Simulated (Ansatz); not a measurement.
Job for Ansatz (a first-principles code): R-r2SCAN/def2-TZVPP on CN-, 2S+1 = 1, a spin state set in the input, which need not be the lowest, a point of a bond scan (R = 1.175 Å). Charge -1.

Ansatz 0.2 input:
```yaml
crystal:
  periodic: [false, false, false]
  atoms:
    - {symbol: C, position_ang: [0.00000000, 0.00000000, 0.00000000]}
    - {symbol: N, position_ang: [0.00000000, 0.00000000, 1.17465000]}
basis:
  gaussian:
    orbitals: def2-TZVPP
    pivot_positions_ang: [[0.00000000, 0.00000000, 0.00000000], [0.00000000, 0.00000000, 1.17465000]]
hamiltonian:
  xc: {name: r2SCAN}
total_charge: -1
output: {forces: true, orbitals: {seedname: ./end}}
```

Output:

```
WARN ansatz: RAYON_NUM_THREADS=1 ignored (pool sized by the plan → 1); use --threads N
Functional definition: r2SCAN
integrals: 0.01 GiB planned
335 factors; their error is unknown
mean field: 0.10 GiB planned
mean field evaluation 1: about -2525.6359 eV, gradient 1.4e1 eV
mean field evaluation 2: about -2523.4874 eV, gradient 3.4e1 eV
mean field evaluation 4: about -2526.0918 eV, gradient 7.7e-1 eV
mean field evaluation 8: about -2526.0951 eV, gradient 1.6e-1 eV
mean field -2526.09512365 eV, -92.8322835454 hartree, gradient 9.4e-6 eV, S^2 0.000000; 0 other end points of the search recorded, 0 dependent functions left out
the calculation of the forces begins
reference -2526.09512947 eV, -92.8322837594 hartree; 7, 7 occupied and 55, 55 virtual orbitals, 335 factors
Total energy: -2526.09512947 eV, -92.8322837594 hartree
Atom 0 at     0.000000     0.000000     0.000000 Å, force     0.000000     0.000000     0.146741 eV/Å
Atom 1 at     0.000000     0.000000     1.174650 Å, force    -0.000000    -0.000000    -0.146741 eV/Å
Dipole moment:     0.000000     0.000000     0.148630 e Å
```

Self-consistency was reached.

Cost: roughly 0.6 core-seconds.
